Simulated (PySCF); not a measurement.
**Radial density of I²⁺ (iodine, charge +2)**

M06-L, [Kr] 4d10 5s2 5p3, high-spin 4S determinant. All numbers are calculated (PySCF 2.14, scalar relativity through the core potential, in aug-cc-pVDZ-PP with ECP28MDF). This is the valence pseudo-density: the core potential removes the inner electrons and smooths the orbitals near the nucleus.

| r (bohr) | 4πr²ρ (e/bohr) | 4πr²(ρα − ρβ) |
| --- | --- | --- |
| 0.00192 | 1.040e-05 | 0.0000 |
| 0.00323 | 2.904e-05 | 0.0000 |
| 0.00544 | 7.916e-05 | 0.0000 |
| 0.00915 | 0.0002025 | 0.0000 |
| 0.0154 | 0.0004451 | 0.0000 |
| 0.0259 | 0.0007608 | 0.0000 |
| 0.0435 | 0.001136 | 0.0000 |
| 0.0732 | 0.002255 | 0.0001 |
| 0.123 | 0.01602 | 0.0004 |
| 0.207 | 0.1947 | 0.0046 |
| 0.349 | 3.161 | 0.0778 |
| 0.586 | 22.81 | 0.4178 |
| 0.986 | 18.08 | -0.0109 |
| 1.66 | 4.767 | 1.6614 |
| 2.79 | 1.314 | 0.9087 |
| 4.69 | 0.04555 | 0.0402 |
| 7.89 | 0.0003070 | 0.0003 |

Energies and moments cover only the electrons outside the core potential.

(1) Where is the radial spin density 4πr²(ρα − ρβ) most negative, and why is it negative at all?

Answers

(1) Around r = 0.986 bohr, down to -0.0109 e/bohr: exchange with the open shell polarises the paired shells in an unrestricted calculation.
